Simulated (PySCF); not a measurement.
**Choosing a basis for TDDFT**

Compound: H₇NOSi₂.
SMILES: `[SiH2](O)N[SiH3]`

TDDFT with PBE0 (PySCF), vertical singlets, core orbitals frozen in the response, spherical d and f functions. One conformer (not necessarily the lowest) at the PBE0-D3(BJ)/def2-SVP geometry, without solvent, vibrations or thermal averaging.

How do the low singlets change with the basis? Take 6-31G*, 6-31+G*, def2-SVP, def2-SVPD, aug-cc-pVDZ, def2-TZVP and def2-TZVPD.

```csv
basis,functions,diffuse,S1 (eV),S2 (eV),S3 (eV),S4 (eV),S5 (eV),LUMO (eV),α (au)
6-31G*,78,no,6.64,7.78,8.10,8.13,8.47,0.62,51.0
6-31+G*,94,yes,6.14,6.85,7.11,7.45,7.58,-0.28,58.7
def2-SVP,99,no,6.79,7.90,8.02,8.17,8.55,0.69,55.2
def2-SVPD,147,yes,6.37,7.12,7.40,7.60,7.64,-0.05,66.0
aug-cc-pVDZ,163,yes,6.06,6.67,6.87,7.21,7.33,-0.39,67.4
def2-TZVP,178,no,6.43,7.31,7.73,7.79,8.02,0.11,61.8
def2-TZVPD,226,yes,6.22,6.90,7.16,7.42,7.47,-0.24,66.7
```

States are compared by their number. Against the largest diffuse basis here (def2-TZVPD, itself not a converged limit), sets without diffuse functions differ by up to 0.57 eV in S1 and 1.08 eV in S5; the smaller diffuse sets differ by up to 0.16 and 0.17 eV. State by state, the largest deviation of a set without diffuse functions is S1 0.57, S2 1.01, S3 0.94, S4 0.75, S5 1.08 eV. The same number needn't mean the same state in each row. Against def2-TZVPD the polarisability deviates by -23% in 6-31G*, -12% in 6-31+G*, -17% in def2-SVP, -1% in def2-SVPD, +1% in aug-cc-pVDZ, -7% in def2-TZVP. A single + in a Pople set puts diffuse functions on heavy atoms only.

Without π bonds the low states are Rydberg-like; a valence basis with one diffuse set may place them up to an eV too high.
